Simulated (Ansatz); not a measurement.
`NBPS` + `C[SiH2]N` → `C[SiH2]NPS` + `BN`  (cleavage of the P–B bond)

Isolated molecules relaxed with PBE0-D4/def2-TZVP in Ansatz; ΔE leaves out vibrations. CBS: MP2 limit from def2 TZ/QZ plus the TZ coupled-cluster correction, frozen cores. This one scheme is used for every species. DFT in def2-TZVPP. B3LYP here is the variant with VWN-RPA as its local correlation; programs differ in this. One conformer a species, not always the lowest.

```csv
level,ΔE (kJ/mol),difference from CCSD(T)/CBS
LDA (SPW92),-0.7,3.0
r2SCAN-D4,-0.9,2.8
B3LYP-D4,-9.9,-6.2
r2SCANh-D4,-1.0,2.7
PBE,5.9,9.6
revPBE,9.5,13.2
BLYP,0.0,3.7
BHLYP,-3.9,-0.2
LC-ωPBE,2.8,6.5
HF/def2-SVP,0.7,4.4
CCSD(T)/def2-SVP,2.3,6.0
SCS-MP2/def2-TZVPP,-6.7,-3.0
CCSD/def2-TZVPP,-2.3,1.4
HF/def2-QZVPP,-7.6,-3.9
MP2/CBS(def2),-6.2,-2.5
CCSD/CBS(def2),-3.2,0.5
CCSD(T)/CBS,-3.7,0
```

Largest T1 diagnostic among the species: 0.014.

The D4 term adds −9.0 kJ/mol with B3LYP and −5.3 kJ/mol with PBE0; it sums over pairs of atoms, weighted by their polarisabilities, and B3LYP, whose exchange is more repulsive, gets the larger term. From BLYP to BHLYP (50 % exact exchange), in def2-TZVPP and without D4, ΔE moves by −3.9 kJ/mol. Leaving LDA and LC-ωPBE aside and taking each functional with its dispersion term where it has one, the values, not all of them listed here, spread over 14.4 kJ/mol, from BHLYP-D4 to B97M-V. LDA lies −6.6 kJ/mol from PBE without D4.
